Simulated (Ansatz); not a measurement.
Basis-set extrapolation for CH₆AlNOS (PBE0-D4/def2-TZVP geometry, frozen core, Ansatz). Multiplicity 1, RHF reference.

```
                      def2-TZVPP   def2-QZVPP
                 HF  -810.262900  -810.289725
    MP2 correlation    -0.882034    -0.949310
CCSD(T) correlation    -0.963767      not run
```

Energies in hartree. Use E(X) = E(∞) + A·exp(−7.88·√X) for Hartree–Fock and E(X) = E(∞) + B·X^(−2.97) for correlation, with X = 3 and 4, and add CCSD(T) minus MP2 of the smaller set to the MP2 limit.

Task: What is the CCSD(T) energy at the basis-set limit?

Result: HF limit: -810.289725 + (-0.026825) × 0.13774 = -810.29342. MP2 limit: -0.949310 + (-0.067276) × 0.74074 = -0.99914. Higher-order term: -0.963767 − (-0.882034) = -0.08173. Total: -811.37429 hartree, 387.6 kJ/mol below CCSD(T)/def2-TZVPP.
